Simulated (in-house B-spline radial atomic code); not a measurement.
A run on Re- that did not converge. Method: scalar-relativistic (X2C) PBE0, spin-polarised, spherical fractional occupations, exact exchange averaged over the configuration, Fermi nucleus of rms radius 5.3698 fm; computed with an all-electron radial atomic-structure program (B-spline basis).

Command:
```bash
python run_scf.py task.json out
```
Settings (nuclear radius in fm, mass in u):
```
Z                75
configuration    [Xe] 4f14 5d6 6s2
hamiltonian      x2c
method           pbe0
spin_polarised   True
nucleus          fermi
rms_radius       5.3698
atomic_mass      186.95575
speed_of_light   137.035999084
exact_exchange   averaged over the configuration
```

First and last ten iterations of the last attempt (damped for 15 steps, keeping 80 % of the old Fock matrix, then DIIS):
```
 iter        energy (Eh)    residual
    1      -16691.527199    5.49e-01
    2      -16448.641632    1.40e+00
    3      -16684.687620    5.05e-01
    4      -16690.097233    2.66e-01
    5      -16692.219971    1.33e-01
    6      -16693.008908    7.39e-02
    7      -16693.300977    4.61e-02
    8      -16693.412904    3.09e-02
    9      -16693.457745    2.02e-02
   10      -16693.476544    1.50e-02
  111      -16693.476683    1.68e-02
  112      -16693.487914    1.34e-02
  113      -16693.497252    9.27e-03
  114      -16693.468751    1.58e-02
  115      -16693.466896    1.64e-02
  116      -16693.466140    1.66e-02
  117      -16693.451862    2.09e-02
  118      -16693.462943    1.76e-02
  119      -16693.462904    1.76e-02
  120      -16693.463888    1.73e-02
 not converged after 120 iterations
```

The smallest residual met was 8.3e-03; the threshold is about 8e-07. No energy from this run should be used. Run time, properties included: 5.3 s on 1 thread of Arm Neoverse V2, on a shared host.
